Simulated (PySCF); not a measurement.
Two species compared at the same levels of theory.

First species: C8H10O2.
InChI=1S/C8H10O2/c1-5-4-8(5)6(2)10-7(3)9/h8H,1-2,4H2,3H3/t8-/m0/s1

Second species: C6H5ClFNS.
SMILES: `CSc1ccnc(Cl)c1F`

Levels: PBE0/pcSseg-1 for dipole moment, HOMO energy, LUMO energy and HOMO–LUMO gap; GFN2-xTB for rotational constant A and rotational constant C. Geometries: GFN2-xTB. Each species is one conformer at its optimised geometry, gas phase, non-relativistic unless stated. Electronic properties by PySCF.

The conformers computed, where there is a choice (atom-mapped SMILES and torsion angles):
- `[CH2:1]=[C:2]1[CH2:3][C@@H:4]1[C:5](=[CH2:6])[O:7][C:8]([CH3:9])=[O:10]`: C3–C4–C5–C6 -46°, C4–C5–O7–C8 146°, C5–O7–C8–C9 178°
- `[CH3:1][S:2][c:3]1[cH:4][cH:5][n:6][c:7]([Cl:8])[c:9]1[F:10]`: C1–S2–C3–C4 2°

| property | column X | column Y |
| --- | --- | --- |
| dipole moment | 2.19 D | 4.97 D |
| HOMO energy | -6.87 eV | -7.03 eV |
| LUMO energy | -0.27 eV | -1.22 eV |
| HOMO–LUMO gap | 6.60 eV | 5.81 eV |
| rotational constant A | 3.180 GHz | 2.083 GHz |
| rotational constant C | 0.642 GHz | 0.489 GHz |

(1) Which column belongs to which species?

(2) How does each property change from the first species to the second?

Answers

(1) Column X is the first species and column Y the second. The first has 20 atoms and 74 electrons, the second 15 and 90.

(2) dipole moment +2.78 D; HOMO energy -0.16 eV; LUMO energy -0.95 eV; HOMO–LUMO gap -0.79 eV; rotational constant A -1.097 GHz; rotational constant C -0.153 GHz.

On the first: In atomic units the dipole is 0.86 e·bohr (1 au = 2.5417 D). GFN2-xTB frequencies show an imaginary mode (36i cm⁻¹), so this geometry is no minimum at that level.

On the second: In atomic units the dipole is 1.95 e·bohr (1 au = 2.5417 D).
